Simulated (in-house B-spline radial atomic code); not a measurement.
A fraction x of an electron is added to 5s in neutral rhodium, starting from [Kr] 4d8 5s1 and keeping the highest spin. Method: scalar-relativistic (X2C) revTPSS, spin-polarised, spherical fractional occupations, Fermi nucleus of rms radius 4.4945 fm. Calculated with a B-spline radial code for spherical atoms.

| x | E(x) - E(0) (eV) | 5s down level (eV) |
| --- | --- | --- |
| 0 | 0.0000 | - |
| 0.1 | -0.3021 | -2.760 |
| 0.2 | ? | ? |
| 0.3 | -0.7564 | -1.799 |
| 0.4 | -0.9136 | -1.348 |
| 0.5 | -1.0265 | -0.912 |
| 0.6 | ? | ? |
| 0.7 | -1.1250 | -0.083 |

(1) What belongs in the row x = 0.2?

(2) What belongs in the row x = 0.6?

(3) Check Janak's theorem between x = 0.3 and 0.4.

(4) Up to what added charge does this functional bind the extra electron?

Results:

(1) An energy change of -0.5532 eV; 5s down at -2.267 eV.

(2) An energy change of -1.0964 eV; 5s down at -0.490 eV.

(3) The slope of the energy is -1.57 eV; the orbital levels give -1.57 eV (ε of the filling orbital, averaged over the two points).

(4) The highest level rises by about 4.1 eV per electron near x = 0.7 and would reach zero near x = 0.72, so a whole extra electron isn't bound at the basis-set limit.
